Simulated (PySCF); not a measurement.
O: excitation energy

O [He] 2s2 2p4 (3P) → O [He] 2s1 2p5 (3P), as a difference of total energies. Computed with PySCF 2.14 in aug-cc-pVTZ-DK (5s4p3d2f, 46 functions), with the spin-free X2C one-electron Hamiltonian (Gaussian nucleus). Correlated levels: valence: 1s2 frozen. The calculations carry no spin-orbit coupling.

| method | excitation energy (eV) |
| --- | --- |
| UHF | 16.926 |
| LDA | 14.362 |
| PBE | 14.566 |
| PBE0 | 15.213 |
| r2SCAN | 15.206 |
| r2SCAN0 | 15.598 |
| M06 | 14.932 |
| B3LYP | 15.001 |
| B97-3 | 15.318 |
| MP2 (valence) | 16.061 |
| SCS-MP2 (valence) | 15.994 |

Q: How much does correlation contribute at MP2 (valence)?

A: 16.061 − (16.926) = -0.865 eV, measured against UHF.

The upper state lies above the first ionisation limit, where it may autoionise and the basis confines it.
